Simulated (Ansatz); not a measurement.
A nudged elastic band was laid between two geometries of CH5FN2Si (10 atoms, charge 0, multiplicity 1).

Theory: RKS PBE-D4/6-31G (Ansatz 0.2.0).

```
movable images  : 5
climbing image  : yes
spring          : 5.0 eV/Å²
optimiser       : quadratic models (default)
start path      : IDPP
force threshold : 0.5 eV/Å
iteration limit : 29
end points      : relaxed
```

Image 0:

```xyz
10
Properties=species:S:1:pos:R:3
N -1.561 0.731 0.347
C -1.159 -0.284 -0.317
F -2.023 -1.175 -1.028
N 0.150 -0.662 -0.443
Si 1.448 0.314 0.374
H -2.572 0.900 0.359
H 0.348 -1.489 -0.999
H 2.718 -0.420 0.000
H 1.258 0.311 1.870
H 1.477 1.723 -0.161
```

Image 6:

```xyz
10
Properties=species:S:1:pos:R:3
N -2.006 0.469 0.146
C -1.275 -0.415 -0.412
F -1.933 -1.405 -1.174
N 0.089 -0.652 -0.452
Si 1.334 0.362 0.385
H -1.526 1.191 0.702
H 0.374 -1.463 -1.000
H 2.648 -0.305 0.069
H 1.076 0.385 1.876
H 1.303 1.781 -0.138
```

(1) What changes between the two ends?

(2) Give the energies along the band, and the barrier.

(3) What is the geometry of the highest image?

The band took 3 iterations and roughly 2.2 core-minutes.

Results:

(1) No bond is made or broken. The dihedral H6–N1–C2–F3 changes from 0 to 180° by way of a nearly straight angle H6–N1–C2 (up to 177°), not by a turn about the bond.

(2) The forces met the threshold. The highest image is number 3 of 0 to 6, 64.0 kJ/mol above the first end and 32.5 kJ/mol above the last; the last end lies 31.5 kJ/mol above the first. The threshold of 0.5 eV/Å is loose, so the images may lie well off the minimum-energy path. The order of the stationary point at the top wasn't checked. Limits of this set-up: no polarisation functions.

| image | path coordinate (Å) | energy (kJ/mol) | angle H6–N1–C2 (°) |
| --- | --- | --- | --- |
| 0 | 0.00 | 0.0 | 117 |
| 1 | 0.30 | 4.7 | 125 |
| 2 | 0.59 | 31.1 | 147 |
| 3 | 0.88 | 64.0 | 177 |
| 4 | 1.17 | 59.2 | 152 |
| 5 | 1.46 | 37.0 | 128 |
| 6 | 1.75 | 31.5 | 117 |

(3) 
```xyz
10
Properties=species:S:1:pos:R:3
N -1.737 0.513 0.188
C -1.180 -0.413 -0.401
F -1.878 -1.413 -1.181
N 0.171 -0.695 -0.469
Si 1.360 0.360 0.392
H -2.233 1.240 0.645
H 0.452 -1.509 -1.011
H 2.697 -0.280 0.094
H 1.104 0.372 1.882
H 1.326 1.775 -0.137
```

Run time: 2.4 min on 1 thread of Intel(R) Xeon(R) Processor @ 2.50GHz (Skylake/Cascade Lake), on a shared host, peak memory 0.12 GiB.
